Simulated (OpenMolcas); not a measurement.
**Ce3+: ligand-field states by method**

Ce3+ with 6 ligands (iodide, oxide on the axis) in tetragonal octahedral coordination (D4h) at 3.1 Å, the axial distance 2.359 Å. A charge of +0.833 e stands 2.8 Å behind each ligand. Ligand basis ANO-RCC-VDZP.

```json
{
  "Program": "OpenMolcas",
  "Basis": "ANO-RCC-VDZP [7s6p4d2f1g]",
  "Scalar Hamiltonian": "DKH2, point nucleus",
  "Active space": "1 electron in 7 orbitals (4f)",
  "State averaging": "2S+1 = 2 odd, 7 roots",
  "Spin-orbit coupling": "state interaction with AMFI integrals over the reference wave functions"
}
```

I. CASSCF
II. SS-CASPT2, IPEA 0.25 Eh, imaginary shift 0.1 Eh (closed shells correlated: 5s 5p and the ligand valence shells)

Spin-free states (labels of D4, the rotations of D4h) in cm-1, each column counted from its own energy of the first state listed:

```
State  Degeneracy     I    II
   2E           2     0     0
  2B2           1  1249  1590
  2B1           1  1250  1610
   2E           2  3228  3590
  2A2           1  4573  5230
```

From I to II, I's first state of the same spin (2B2) moves from 1249 to 1590 cm-1, by about +340 cm-1.

χT at 300 K: I 0.62, II 0.60 cm3 K/mol.

Over all roots computed the reference weight is 0.68 in II; a low but even weight reflects the number of correlated electrons. Splittings of an f shell from a small cluster at a set distance can be off by tens of per cent, mostly too small (holds for II). The distance lies 1 % under the 3.14 Å that this model takes as the normal distance (a Shannon-type radius plus a fixed donor radius); by an R⁻⁵ law this alone changes a d-shell field by about +7 %. No measured value stands beside these numbers; the geometry is a model, was not optimised and need not be the one that this ion takes.
